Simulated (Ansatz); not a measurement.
`O[Si]O[SiH3]` + H₂ → `[SiH]O[SiH3]` + H₂O at 600 K and 1 bar (hydrogenolysis of the Si–O bond).

Gas-phase electronic energies from Ansatz, PBE0-D4/def2-TZVP geometries. CCSD(T)/CBS adds triple-zeta CCSD(T) − MP2 to the extrapolated MP2 energy (def2 sets, frozen cores). This one scheme is used for every species. One conformer a species, not always the lowest.

```json
{"species": "`O[Si]O[SiH3]`", "CCSD(T)/CBS energy (Eh)": "-731.01400", "H − E (kJ/mol)": "169.1", "S (J/(mol·K))": "416.5"}
{"species": "H₂", "CCSD(T)/CBS energy (Eh)": "-1.17544", "H − E (kJ/mol)": "43.9", "S (J/(mol·K))": "150.8"}
{"species": "`[SiH]O[SiH3]`", "CCSD(T)/CBS energy (Eh)": "-655.75389", "H − E (kJ/mol)": "140.8", "S (J/(mol·K))": "371.8"}
{"species": "H₂O", "CCSD(T)/CBS energy (Eh)": "-76.37941", "H − E (kJ/mol)": "76.8", "S (J/(mol·K))": "212.8"}
```

H − E and S are ideal-gas, rigid-rotor, harmonic terms from PBE0-D4/def2-TZVP, for one conformer and one mirror image of each species. The MP2-based limit puts H₂ 0.8 mEh under its directly extrapolated value; such offsets cancel only in part. 1 Eh = 2625.50 kJ/mol, R = 8.31446 J/(mol·K).

Q: By hand: ΔE, ΔH, ΔS and ΔG.

A: ΔE = (-655.75389) + (-76.37941) − (-731.01400) − (-1.17544) = 0.05614 Eh = 147.4 kJ/mol. Δ(H − E) = 140.8 + 76.8 − 169.1 − 43.9 = 4.6, so ΔH = 152.0 kJ/mol. ΔS = 371.8 + 212.8 − 416.5 − 150.8 = 17.3 J/(mol·K). ΔG = 152.0 − 600 × (17.3)/1000 = 141.6 kJ/mol.

Q: By hand: the equilibrium constant, and the temperature at which ΔG would vanish if ΔH and ΔS stayed fixed.

A: log₁₀ K = −ΔG/(RT ln 10) = -12.3. ΔG = 0 at ΔH/ΔS = 8786 K, far beyond where these terms or the molecules hold.

ΔH outweighs TΔS. A doubt of 5 kJ/mol in ΔE shifts log₁₀ K by 0.4 here. Other conformers and mirror images would add mixing entropy, several J/(mol·K) or more a flexible species. Modes under 60 cm⁻¹, often nearly free rotors, make the harmonic entropy too high. These are equilibria of isolated gas molecules and say nothing of rates. Largest T1 diagnostic: 0.014 (customary marks: 0.02 for closed shells, 0.045 for open ones).
